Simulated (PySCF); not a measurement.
Pt⁴⁷⁺: fine-structure interval

Pt⁴⁷⁺ [Ar] 3d10 4s2 4p1 [4p1/2^1, M_J = 1/2] → Pt⁴⁷⁺ [Ar] 3d10 4s2 4p1 [4p3/2^1, M_J = 3/2], as a difference of total energies. Computed with PySCF 2.14 in an even-tempered Gaussian basis (16 s from 6.6 bohr⁻², ratio 2.8; 13 p from 8.5 bohr⁻², ratio 2.8; 8 d from 15 bohr⁻², ratio 2.8; 4 f from 36 bohr⁻², ratio 3), with the two-component X2C-1e Hamiltonian. Correlated levels: [Ne] frozen; the 72 highest virtual spinors dropped. "Screened" scales the spin-orbit matrix elements by Boettger's factors to mimic the two-electron term; Breit and QED terms are absent.

| method | fine-structure interval (cm⁻¹) |
| --- | --- |
| GHF (screened spin-orbit) | 1043800 |
| GMP2 (screened spin-orbit) | 1040900 |
| GHF (bare spin-orbit) | 1074600 |
